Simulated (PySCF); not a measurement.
## Assigning NMR signals

Bonds (- single, = double, # triple, : aromatic): C1-C2, C2-C3, C3:N4, N4:C5, C5:N6, N6:C7, C7-C8, C7:N9, N9:C3. C1 carries H10, H11, H12; C2 carries H13, H14; C5 carries H15; C8 carries H16, H17, H18.

PySCF 2.14 calculation with coordinates at the GFN2-xTB level and σ from GIAO-PBE0/pcSseg-1; single conformer, isolated molecule, one averaged value for each set of equivalent atoms, no relativistic terms.

References, each an isolated molecule treated in the same way: 13C (σref 186.93) and 1H (σref 31.72) against TMS.

Problem. Assign these signals to the numbered atoms. 13C{1H} NMR (computed): δ 187.7, 183.3, 172.4, 38.4, 28.8, 18.2.

Solution. 
```tsv
δ (ppm)	atoms	environment	reason
187.7	C3	substituted aromatic carbon next to a ring nitrogen	–
183.3	C7	substituted aromatic carbon next to a ring nitrogen	–
172.4	C5	aromatic CH between two ring heteroatoms	–
38.4	C2	sp3 CH2 on an aromatic ring	aliphatic region, no heteroatom directly attached
28.8	C8	methyl carbon on an aromatic ring	saturated and bonded to C and H only
18.2	C1	methyl carbon	aliphatic region, no heteroatom directly attached
```

Problem. Assign these signals to the numbered atoms. 1H NMR (500 MHz, computed): δ 9.17 (s, 1H), 2.94 (q, 2H), 2.83 (s, 3H), 1.39 (t, 3H).

Solution. 
| δ (ppm) | atoms | environment | reason |
| --- | --- | --- | --- |
| 9.17 | H15 | hydrogen on an aromatic CH between two ring heteroatoms | ring-current deshielding |
| 2.94 | H13/H14 | hydrogen on an sp3 CH2 on an aromatic ring | benzylic-type position, deshielded by the ring |
| 2.83 | H16/H17/H18 | hydrogen on a methyl carbon on an aromatic ring | benzylic-type position, deshielded by the ring |
| 1.39 | H10/H11/H12 | hydrogen on a methyl carbon | – |

H13/H14 and H16/H17/H18 lie closer than the usual error of such a calculation, so a measured spectrum could show them in the other order.

Shifts are as computed. Against solution values, carbons near 30 ppm lie about +3 ppm off and those near 130 ppm about +5 ppm. Of 1211 compounds with measured shifts, 218 miss one by over three times the rms of a fit or turn the order of signals round; such compounds aren't used in these exercises. Multiplicities follow the n + 1 count of equivalent neighbours, as no J values were calculated; m marks all less simple cases, F and P coupling included.
